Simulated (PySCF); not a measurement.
# Shieldings and the share of exact exchange

Molecule: SMILES O[SiH2]CC[SiH3], C$_{2}$H$_{10}$OSi$_{2}$.

Geometry:
```json
{"atom": "O1", "x (Å)": "2.198", "y (Å)": "-0.400", "z (Å)": "1.131"}
{"atom": "Si2", "x (Å)": "1.959", "y (Å)": "-0.082", "z (Å)": "-0.492"}
{"atom": "C3", "x (Å)": "0.188", "y (Å)": "0.506", "z (Å)": "-0.638"}
{"atom": "C4", "x (Å)": "-0.827", "y (Å)": "-0.513", "z (Å)": "-0.104"}
{"atom": "Si5", "x (Å)": "-2.613", "y (Å)": "0.090", "z (Å)": "-0.164"}
{"atom": "H6", "x (Å)": "3.043", "y (Å)": "-0.782", "z (Å)": "1.383"}
{"atom": "H7", "x (Å)": "2.168", "y (Å)": "-1.322", "z (Å)": "-1.310"}
{"atom": "H8", "x (Å)": "2.914", "y (Å)": "0.962", "z (Å)": "-0.988"}
{"atom": "H9", "x (Å)": "0.109", "y (Å)": "1.462", "z (Å)": "-0.092"}
{"atom": "H10", "x (Å)": "-0.010", "y (Å)": "0.748", "z (Å)": "-1.698"}
{"atom": "H11", "x (Å)": "-0.765", "y (Å)": "-1.458", "z (Å)": "-0.672"}
{"atom": "H12", "x (Å)": "-0.585", "y (Å)": "-0.776", "z (Å)": "0.940"}
{"atom": "H13", "x (Å)": "-3.553", "y (Å)": "-0.951", "z (Å)": "0.358"}
{"atom": "H14", "x (Å)": "-3.001", "y (Å)": "0.417", "z (Å)": "-1.573"}
{"atom": "H15", "x (Å)": "-2.770", "y (Å)": "1.330", "z (Å)": "0.659"}
```

GIAO shieldings (ppm, equivalent atoms averaged) in PySCF 2.14.0 with density-fitted response routines on the PBE0-D3(BJ)/def2-SVP geometry, basis pcSseg-1, gas phase, non-relativistic:

| functional | exact exchange (%) | σ(O1) | σ(Si2) | σ(Si5) |
| --- | --- | --- | --- | --- |
| BLYP | 0 | 314.7 | 338.9 | 387.6 |
| BP86 | 0 | 317.3 | 344.8 | 396.4 |
| PBE | 0 | 318.0 | 345.2 | 397.9 |
| B3LYP | 20 | 320.5 | 352.3 | 398.9 |
| PBE0 | 25 | 324.4 | 362.2 | 411.4 |
| BHandHLYP | 50 | 326.7 | 372.8 | 415.6 |
| HF | 100 | 333.0 | 409.7 | 445.3 |

Question: Fit each shielding as a line in the percentage of exact exchange.

Answer: σ(O1) = 317.4 + 0.17 x (rms 1.6 ppm); σ(Si2) = 342.4 + 0.66 x (rms 2.8 ppm); σ(Si5) = 393.5 + 0.51 x (rms 4.2 ppm). The functionals also differ in their semilocal parts, which the line can't hold; Hartree–Fock has no correlation at all.

Question: What does the line predict for mPW1PW91 (25 %), and what does the run give?

Answer: σ(O1): 321.6 predicted, 323.7 computed; σ(Si2): 358.9 predicted, 361.2 computed; σ(Si5): 406.2 predicted, 409.2 computed ppm.
